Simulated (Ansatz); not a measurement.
`B[SiH2]Cl` + HI → `Cl[SiH2]I` + BH₃ at 600 K and 1 bar (cleavage of the Si–B bond).

Program: Ansatz. Geometries: PBE0-D4/def2-TZVP. ΔE: electronic, gas phase. CCSD(T)/CBS is the MP2 limit (def2-TZVPP, def2-QZVPP) plus CCSD(T) − MP2 in def2-TZVPP, frozen cores. This one scheme is used for every species. Elements past krypton have def2 core potentials. For I outer-core shells are correlated without core-valence functions, which leaves a few kJ/mol of doubt a bond.

```
    species  CCSD(T)/CBS energy (Eh)  H − E (kJ/mol)  S (J/(mol·K))
`B[SiH2]Cl`               -776.05948           145.5          370.9
         HI               -298.03592            31.6          227.0
`Cl[SiH2]I`              -1047.58245            88.6          365.7
        BH₃                -26.55200            91.5          217.3
```

H − E and S are ideal-gas, rigid-rotor, harmonic terms from PBE0-D4/def2-TZVP. 1 Eh = 2625.50 kJ/mol, R = 8.31446 J/(mol·K).

**Question.** By hand: ΔE, ΔH, ΔS and ΔG.

**Answer.** ΔE = (-1047.58245) + (-26.55200) − (-776.05948) − (-298.03592) = -0.03905 Eh = -102.5 kJ/mol. Δ(H − E) = 88.6 + 91.5 − 145.5 − 31.6 = 3.0, so ΔH = -99.5 kJ/mol. ΔS = 365.7 + 217.3 − 370.9 − 227.0 = -14.9 J/(mol·K). ΔG = -99.5 − 600 × (-14.9)/1000 = -90.6 kJ/mol.

**Question.** By hand: the equilibrium constant, and the temperature at which ΔG would vanish if ΔH and ΔS stayed fixed.

**Answer.** log₁₀ K = −ΔG/(RT ln 10) = 7.9. ΔG = 0 at ΔH/ΔS = 6678 K, far beyond where these terms or the molecules hold.

The number of gas molecules stays the same, so ΔS is small and ΔH decides. A doubt of 5 kJ/mol in ΔE shifts log₁₀ K by 0.4 here. These are equilibria of isolated gas molecules and say nothing of rates. Largest T1 diagnostic: 0.010 (customary marks: 0.02 for closed shells, 0.045 for open ones).
